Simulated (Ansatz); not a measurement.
```
atom   x (Å)   y (Å)   z (Å)
   C  0.0000  0.0000  0.0000
   P  0.0000  0.0000  1.6932
```

Basis set: cc-pVTZ on C; cc-pV(T+d)Z on P (spherical functions). Left uncorrelated: 6 orbitals. Correlation on ROHF uses semicanonical orbitals with singles. Charge 0, multiplicity 2.

Computed with Ansatz (development build ahead of 0.2.0); the reference of a correlated method needn't be the lowest determinant of its kind.

The atomization energy at this shape (free ground-state atoms in the same class of orbitals less the molecule, no zero-point energy) of doublet CP:

```json
{"method": "ROHF-CCSD(T)", "atomization energy": "4.80 eV"}
{"method": "ROHF-CCSD", "atomization energy": "4.30 eV"}
```

(1) What does UHF-CCSD(T) give?

Results:

(1) 4.66 eV. Caution: large share of triples, a single reference is doubtful; the reference determinant was not shown to be the lowest; the shape is not the minimum. Caution for ROHF-CCSD(T), ROHF-CCSD: an unrestricted determinant lies well below; other determinants can give a lower correlated total. Caution for UHF-CCSD(T): another reference gives a lower total; the unrestricted determinant is a mixture of spin states.
